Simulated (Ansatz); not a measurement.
Consider the atomization: `[SiH3][SiH]1O[SiH2]1` → 6 H• + O• + 3 Si•.

Calculated with Ansatz (gas phase, PBE0-D4/def2-TZVP geometries, no zero-point term in ΔE). CBS: MP2 limit from def2 TZ/QZ plus the TZ coupled-cluster correction, frozen cores. This one scheme is used for every species, atoms too. DFT in def2-TZVPP. B3LYP here is the variant with VWN-RPA as its local correlation; programs differ in this. Open shells (•) are unrestricted, without spin–orbit coupling. Spin–orbit coupling would lower the free atoms: a little for O, Si.

| level | ΔE (kcal/mol) |
| --- | --- |
| B3LYP | 732.8 |
| CCSD/def2-SVP | 673.5 |

**Question.** What does CCSD(T)/CBS give? (An estimate is asked.)

**Answer.** The calculation gave: +747.0 kcal/mol. The listed levels differ from it by -14.2, -73.5 kcal/mol.

Largest T1 diagnostic among the species: 0.015.

In def2-TZVPP, CCSD(T) changes the Hartree–Fock value by +180.1 kcal/mol (the triples alone add +9.9 kcal/mol) and MP2 by +182.4 kcal/mol; breaking electron pairs costs correlation energy, which Hartree–Fock lacks. From r2SCAN to r2SCAN0 (25 % exact exchange), in def2-TZVPP and without D4, ΔE moves by −11.2 kcal/mol: exact exchange takes away binding that semilocal exchange gives to molecules.

For atomizations the MP2-based limit and the directly extrapolated one differ by several kJ/mol either way, and by 10 to 25 for some Ge, Se and Sn compounds, so smaller differences from it don't rank the levels.
